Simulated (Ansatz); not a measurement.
One change: `OB(O)[SiH3]` becomes `OB(O)CI`.

Ansatz, PBE0-D4/def2-TZVP geometries, multiplicity 1. Each molecule was computed in one conformer, which needn't be the lowest.

Elements past krypton have def2 core potentials.

| property | `OB(O)[SiH3]` |
| --- | --- |
| LUMO energy (PBE0/def2-TZVPP) / eV | -0.06 |
| HOMO–LUMO gap (PBE0/def2-TZVPP) / eV | 8.32 |
| size of the dipole moment (PBE/def2-TZVPP) / D | 3.27 |
| LUMO energy (PBE/def2-TZVPP) / eV | -1.00 |
| LUMO energy (ωB97M-V/def2-TZVPP) / eV | 1.57 |
| HOMO energy (ωB97M-V/def2-TZVPP) / eV | -10.54 |

(1) Give the same properties after the change, and the shifts. (Estimate.)

## Answers

(1) Ansatz gave: 
| property | `OB(O)CI` | shift |
| --- | --- | --- |
| LUMO energy (PBE0/def2-TZVPP) / eV | -1.01 | -0.95 |
| HOMO–LUMO gap (PBE0/def2-TZVPP) / eV | 6.08 | -2.24 |
| size of the dipole moment (PBE/def2-TZVPP) / D | 3.20 | -0.07 |
| LUMO energy (PBE/def2-TZVPP) / eV | -1.90 | -0.90 |
| LUMO energy (ωB97M-V/def2-TZVPP) / eV | 0.89 | -0.68 |
| HOMO energy (ωB97M-V/def2-TZVPP) / eV | -9.24 | 1.30 |

With PBE0 the HOMO rises by 1.29 eV and the LUMO falls by 0.95 eV, so the gap narrows by about 2.24 eV. PBE moves the HOMO by 1.19 eV and ωB97M-V by 1.30 eV. Dipoles are sizes alone; their direction can turn.

Spin–orbit coupling is left out; it splits and shifts lone-pair levels of the heavy atoms by tenths of an eV.
